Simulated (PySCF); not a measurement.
# Working out the ionisation energy of Cl⁺

Cl⁺ [Ne] 3s2 3p4 (3P) → Cl²⁺ [Ne] 3s2 3p3 (4S). All numbers are calculated (PySCF 2.14, scalar relativity by spin-free X2C-1e, in Sapporo-DZP-2012 (5s4p2d, 27 functions)). Frozen: [Ne]. Energies in hartree (1 hartree = 27.21139 eV):

```tsv
part	Cl⁺ (lower)	Cl²⁺ (upper)
UHF	-460.253025	-459.424402
CCSD correlation	-0.113559	-0.094853
(T)	-0.001415	-0.000963
```

What does Hartree-Fock give?

(-459.424402) − (-460.253025) = 0.828623 hartree = 22.548 eV.

What do CCSD and CCSD(T) give?

The CCSD correlation energies differ by 0.018706 hartree = 0.509 eV and the triples by 0.000452 hartree = 0.012 eV, so CCSD gives 23.057 eV and CCSD(T) 23.069 eV.

Measured between the centres of the two terms (NIST): 23.771 eV, so CCSD(T) (valence) is off by -0.702 eV.

A double-zeta basis recovers only part of the correlation energy.

What remains against the reference includes basis incompleteness, the frozen core and higher excitations.
